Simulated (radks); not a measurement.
Ionisation of neutral helium, [He], to 1s1 as the strength of local exchange is varied. Method: scalar-relativistic Kohn-Sham, Slater X-alpha exchange (alpha = 2/3 is LDA exchange), no correlation, spin-polarised, spherical densities, point nucleus; computed with a radial shooting solver on a logarithmic mesh with Libxc functionals.

| alpha | E(He) (hartree) | exchange (hartree) | IE (eV) | -e of the level emptied (eV) | <r> of it (bohr) |
|---|---|---|---|---|---|
| 0.667 | -2.72419 | -0.85334 | 22.075 | 14.073 (1s) | 0.9719 |
| 0.728 | -2.80291 | -0.94746 | 22.910 | 15.091 (1s) | 0.9531 |
| 0.756 | -2.83949 | -0.99155 | 23.299 | 15.569 (1s) | 0.9447 |
| 0.935 | -3.08005 | -1.28677 | 25.879 | 18.778 (1s) | 0.8949 |
| 0.985 | -3.14932 | -1.37334 | 26.629 | 19.723 (1s) | 0.8820 |

NIST Atomic Spectra Database: 24.587 eV (measured). The Delta-SCF value meets it near alpha = 0.85.
